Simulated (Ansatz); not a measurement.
Relaxation of AlClFH$_{5}$O$_{2}$Si (11 atoms, charge 0, multiplicity 1), to a largest force component of 0.03 eV/Å in at most 50 steps.

These are results of Ansatz, RKS PBE0-D4/6-31G*, not measurements.

```xyz
11
Properties=species:S:1:pos:R:3
Al 0.060 -0.434 -0.508
F 0.130 -0.036 2.337
Cl 1.894 0.419 -0.999
O -1.358 0.307 -1.063
H -2.226 -0.021 -0.811
O 0.073 -1.982 0.308
Si -0.395 -3.556 0.164
H 0.784 -4.437 -0.056
H -1.081 -3.982 1.416
H -1.342 -3.729 -0.977
H 0.284 -0.950 2.245
```

Where does it end, and by what steps?

It converged. After 26 steps the energy has fallen by 1.438 eV; Cl3 moved furthest, 1.29 Å. Parted: F2–H11 (0.93 → 2.39 Å). Joined: Al1–F2 (2.87 → 1.67 Å), O6–H11 (2.20 → 0.97 Å).

```json
{"step": "0", "energy less start (eV)": "0.0000", "largest force component (eV/Å)": "0.872", "accepted": "yes"}
{"step": "1", "energy less start (eV)": "-0.1846", "largest force component (eV/Å)": "0.789", "accepted": "yes"}
{"step": "2", "energy less start (eV)": "-0.3855", "largest force component (eV/Å)": "0.733", "accepted": "yes"}
{"step": "3", "energy less start (eV)": "-0.5658", "largest force component (eV/Å)": "0.464", "accepted": "yes"}
{"step": "4", "energy less start (eV)": "-0.5876", "largest force component (eV/Å)": "0.443", "accepted": "yes"}
{"step": "5", "energy less start (eV)": "-0.6192", "largest force component (eV/Å)": "0.208", "accepted": "yes"}
{"step": "6", "energy less start (eV)": "-0.6320", "largest force component (eV/Å)": "0.393", "accepted": "yes"}
{"step": "7", "energy less start (eV)": "-0.6064", "largest force component (eV/Å)": "1.714", "accepted": "no"}
{"step": "8", "energy less start (eV)": "-0.6451", "largest force component (eV/Å)": "0.209", "accepted": "yes"}
{"step": "9", "energy less start (eV)": "-0.6694", "largest force component (eV/Å)": "0.639", "accepted": "yes"}
{"step": "10", "energy less start (eV)": "-0.7709", "largest force component (eV/Å)": "1.135", "accepted": "yes"}
{"step": "11", "energy less start (eV)": "-0.9243", "largest force component (eV/Å)": "1.066", "accepted": "yes"}
{"step": "12", "energy less start (eV)": "-1.0773", "largest force component (eV/Å)": "3.305", "accepted": "yes"}
{"step": "13", "energy less start (eV)": "-1.2309", "largest force component (eV/Å)": "0.710", "accepted": "yes"}
{"step": "14", "energy less start (eV)": "-1.3123", "largest force component (eV/Å)": "0.377", "accepted": "yes"}
{"step": "15", "energy less start (eV)": "-1.3107", "largest force component (eV/Å)": "1.195", "accepted": "no"}
{"step": "16", "energy less start (eV)": "-1.3568", "largest force component (eV/Å)": "0.154", "accepted": "yes"}
{"step": "17", "energy less start (eV)": "-1.3790", "largest force component (eV/Å)": "0.249", "accepted": "yes"}
{"step": "18", "energy less start (eV)": "-1.3996", "largest force component (eV/Å)": "0.383", "accepted": "yes"}
{"step": "19", "energy less start (eV)": "-1.4113", "largest force component (eV/Å)": "0.499", "accepted": "yes"}
{"step": "20", "energy less start (eV)": "-1.4223", "largest force component (eV/Å)": "0.344", "accepted": "yes"}
{"step": "21", "energy less start (eV)": "-1.4280", "largest force component (eV/Å)": "0.344", "accepted": "yes"}
{"step": "22", "energy less start (eV)": "-1.4345", "largest force component (eV/Å)": "0.082", "accepted": "yes"}
{"step": "23", "energy less start (eV)": "-1.4357", "largest force component (eV/Å)": "0.096", "accepted": "yes"}
{"step": "24", "energy less start (eV)": "-1.4371", "largest force component (eV/Å)": "0.054", "accepted": "yes"}
{"step": "25", "energy less start (eV)": "-1.4375", "largest force component (eV/Å)": "0.033", "accepted": "yes"}
{"step": "26", "energy less start (eV)": "-1.4376", "largest force component (eV/Å)": "0.015", "accepted": "yes"}
```

```xyz
11
Properties=species:S:1:pos:R:3
Al -0.078 -0.229 -0.003
F 0.296 0.512 1.448
Cl 1.542 -0.801 -1.253
O -1.487 0.237 -0.851
H -2.135 0.797 -0.414
O -0.421 -1.927 0.881
Si -0.195 -3.508 0.222
H 1.234 -3.880 0.304
H -1.020 -4.410 1.062
H -0.701 -3.402 -1.158
H -0.212 -1.790 1.819
```

Whether the end is a true minimum wasn't checked by a vibrational analysis.

Time of the run: 56 s on 4 threads of Arm Neoverse V2, with other jobs on the host, peak memory 0.28 GiB.
